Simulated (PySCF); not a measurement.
Coordinates in bohr (charge 0 multiplicity 2):
```
In    0.0000    0.0000   -0.0283
H     2.8870    0.0000    1.6161
H    -2.8870    0.0000    1.6161
```

Level of theory: UPBE0 in PySCF with In def2-TZVP with ECP28, H def2-TZVP; scalar-relativistic core potentials, no spin–orbit coupling; density-fitted integrals.

This geometry of InH₂ is a stationary point at this level.

(1) What is the point group?

(2) Is it a minimum?

(3) List the harmonic modes with their infrared intensities.

(4) Give the atomic charges and bond orders.

(5) What is the atomisation energy, with and without zero-point energy?

## Answers

(1) C2v.

(2) Yes: all harmonic wavenumbers are real.

(3) 
```json
{"symmetry": "a1", "ω (cm⁻¹)": "607", "IR (km/mol)": "143"}
{"symmetry": "a1", "ω (cm⁻¹)": "1627", "IR (km/mol)": "120"}
{"symmetry": "b2", "ω (cm⁻¹)": "1689", "IR (km/mol)": "472"}
```

(4) 
```
atom  Mulliken  Löwdin  polar tensor  spin (Mulliken)  Mayer order to In1
 In1      0.20    0.17          0.56             0.70                   –
H2,3     -0.10   -0.09         -0.28             0.15                0.91
```

(5) 403 kJ/mol without, 380 kJ/mol with.

This need not be the most stable arrangement of these atoms. Spin–orbit coupling, left out here, can matter for elements this heavy.
